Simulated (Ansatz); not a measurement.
Input for Ansatz (development build ahead of 0.2.0):

```yaml
crystal:
  periodic: [false, false, false]
  atoms:
    - { symbol: H, position_ang: [0.98991, 4.0e-05, 0.0] }
    - { symbol: H, position_ang: [0.49503, 0.85732, -8.0e-05] }
    - { symbol: H, position_ang: [-0.49504, 0.85738, 9.0e-05] }
    - { symbol: H, position_ang: [-0.99001, 9.0e-05, -4.0e-05] }
    - { symbol: H, position_ang: [-0.49495, -0.85738, -9.0e-05] }
    - { symbol: H, position_ang: [0.49497, -0.85728, 4.0e-05] }
basis:
  gaussian: { orbitals: cc-pVDZ }
magnetization:
  spin_polarized: true
  initial_magnetization: 2
hamiltonian:
  xc: hf
output:
  forces: true
```

The input is written out in the form of the current development build from the run's settings.

Output:

```yaml
Converged: yes
Total_energy: -2.97318 hartree
Spin_squared_of_the_determinant: 2.073
Stability_test: minimum
```

Forces (eV/Å):
| atom | Fx | Fy | Fz |
| --- | --- | --- | --- |
| H1 | 0.594 | -0.006 | 0.000 |
| H2 | 7.289 | -0.464 | -0.002 |
| H3 | -7.293 | -0.472 | 0.002 |
| H4 | -0.592 | 0.008 | 0.000 |
| H5 | -7.292 | 0.464 | -0.002 |
| H6 | 7.295 | 0.471 | 0.002 |

Caution: the determinant breaks the point group.
